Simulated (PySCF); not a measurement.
Job file and geometry (Å, from GFN2-xTB) of an NMR shielding run on SMILES N#C[Si@H]([SiH3])OCCO, C₃H₉NO₂Si₂, GIAO PBE0/pcSseg-1 NMR shielding, non-relativistic, gas phase (PySCF); density fitting, a coarse starting grid and PySCF grid level 2 are the driver's defaults:

```
$ OMP_NUM_THREADS=1 python probes_run.py task.json out

{"job": {"kind": "nmr", "xc": "PBE0", "basis": "pcSseg-1"}, "charge": 0, "multiplicity": 1}
N     -2.973120     1.527921    -2.275717
C     -2.135364     1.007994    -1.692529
Si    -0.866868     0.025479    -0.725053
Si    -1.867335    -1.025893     1.068218
O      0.096648     1.282585    -0.325460
C      1.185771     1.235829     0.528044
C      2.091732     0.056056     0.197242
O      1.330110    -1.108401     0.420080
H     -0.251829    -0.799194    -1.783472
H     -1.075637    -2.129003     1.621171
H     -3.165681    -1.580390     0.672233
H     -2.124835    -0.107073     2.187308
H      1.738440     2.174285     0.424925
H      0.841354     1.128916     1.564241
H      2.397452     0.126780    -0.853540
H      2.980791     0.074114     0.839108
H      1.791372    -1.877975     0.071677
```

Q: What does the program print?

A: 
```
coarse grid: 15320 points
cycle   1  E = -903.0484626395  dE =  9.001e-01  |g| = 8.739e-01  |ddm| = 3.678e+00
cycle   2  E = -902.7957923745  dE =  2.527e-01  |g| = 1.439e+00  |ddm| = 1.927e+00
cycle   3  E = -903.1834927699  dE = -3.877e-01  |g| = 1.991e-01  |ddm| = 1.372e+00
cycle   4  E = -903.1890873074  dE = -5.595e-03  |g| = 1.164e-01  |ddm| = 1.589e-01
cycle   5  E = -903.1917931201  dE = -2.706e-03  |g| = 2.485e-02  |ddm| = 7.866e-02
cycle   6  E = -903.1919092036  dE = -1.161e-04  |g| = 8.008e-03  |ddm| = 2.568e-02
cycle   7  E = -903.1919196797  dE = -1.048e-05  |g| = 1.902e-03  |ddm| = 7.068e-03
cycle   8  E = -903.1919204347  dE = -7.550e-07  |g| = 2.804e-04  |ddm| = 1.877e-03
final grid: 139232 points
cycle   9  E = -903.2579064556  dE = -2.532e-05  |g| = 1.090e-02  |ddm| = 2.217e-02
cycle  10  E = -903.2578830331  dE =  2.342e-05  |g| = 1.591e-02  |ddm| = 1.651e-02
cycle  11  E = -903.2579271206  dE = -4.409e-05  |g| = 1.705e-03  |ddm| = 1.078e-02
cycle  12  E = -903.2579277020  dE = -5.815e-07  |g| = 6.015e-04  |ddm| = 1.529e-03
cycle  13  E = -903.2579277696  dE = -6.754e-08  |g| = 2.019e-04  |ddm| = 4.310e-04
cycle  14  E = -903.2579277779  dE = -8.351e-09  |g| = 4.181e-05  |ddm| = 1.637e-04
cycle  15  E = -903.2579277782  dE = -3.222e-10  |g| = 1.533e-05  |ddm| = 4.330e-05
converged SCF energy = -903.2579277782

GIAO shielding tensors (ppm)
atom      isotropic    diamagn.    paramagn.     s11        s22        s33       span
  0 N      -86.530     338.041    -424.571   -283.014   -265.092    288.518    571.532
  1 C       59.389     262.587    -203.198    -57.810    -53.148    289.125    346.935
  2 Si     394.637     878.777    -484.141    314.104    394.606    475.200    161.096
  3 Si     462.304     880.171    -417.868    440.369    468.492    478.050     37.680
  4 O      321.573     396.685     -75.111    256.888    340.325    367.507    110.619
  5 C      119.908     242.610    -122.702     97.887    110.191    151.645     53.758
  6 C      119.210     245.722    -126.512     98.291    110.216    149.122     50.831
  7 O      294.052     393.779     -99.727    244.073    273.114    364.969    120.896
  8 H       26.249      29.781      -3.531     22.548     25.470     30.729      8.181
  9 H       28.164      29.440      -1.276     24.011     27.666     32.814      8.803
 10 H       28.291      28.425      -0.135     24.888     26.089     33.895      9.007
 11 H       27.896      29.013      -1.117     24.849     25.951     32.889      8.040
 12 H       27.605      27.903      -0.299     22.572     26.597     33.644     11.072
 13 H       27.680      29.808      -2.128     23.544     26.159     33.339      9.795
 14 H       27.623      29.767      -2.143     23.861     25.919     33.090      9.229
 15 H       27.703      27.566       0.137     22.782     26.586     33.742     10.959
 16 H       30.600      32.387      -1.786     20.913     26.969     43.920     23.007
```

Q: Turn these shieldings into chemical shifts. Chemical shifts δ = σref − σ; NH3 for ¹⁵N (σref 267.73); TMS for ¹³C (σref 186.93) and ²⁹Si (σref 349.16) and ¹H (σref 31.72); ¹⁷O (σref 336.08) against H2O, all at this level.

A: Averaging equivalent atoms: N 0: 354.3; C 1: 127.5; C 6: 67.7; C 5: 67.0; Si 2: -45.5; Si 3: -113.1; O 7: 42.0; O 4: 14.5; H 8: 5.47; H 12: 4.11; H 14: 4.09; H 13: 4.04; H 15: 4.01; H 9/10/11: 3.60; H 16: 1.12 ppm. Experimental scales use liquid or dissolved standards, which lie at an offset from isolated NH3 (liquid NH3: subtract about 20 ppm) and H2O (liquid H2O: subtract about 36 ppm). Unscaled 15N shifts of sp2 nitrogen come out 20 to 40 ppm too high even then.

Size and cost of the density-fitted run: 195 basis functions, 45 s wall time on 1 thread of an Arm Neoverse V1, shared host; peak memory 0.86 GiB.
